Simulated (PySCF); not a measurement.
Stationary points of CI3

All numbers come from PySCF, B3LYP, basis C def2-SVP, I def2-SVP with ECP28 (scalar-relativistic core potentials, no spin–orbit coupling, density fitting).

Relaxations began from a few typed shapes; open shells are unrestricted. The search is not exhaustive: other isomers or separated fragments can lie lower, and high-lying points may rest on an excited occupation.

Problem. Which is the lowest minimum found?
A. doublet D3h: C–I 2.092 Å (×3); I–C–I 120.0° (×3)
B. doublet C3v: C–I 2.101 Å (×3); I–C–I 118.9° (×3)

Solution. B. The others lie at 0.6 (doublet D3h, a saddle point) kJ/mol above it.

For the lowest minimum: spin–orbit coupling, left out here, can matter for elements this heavy.
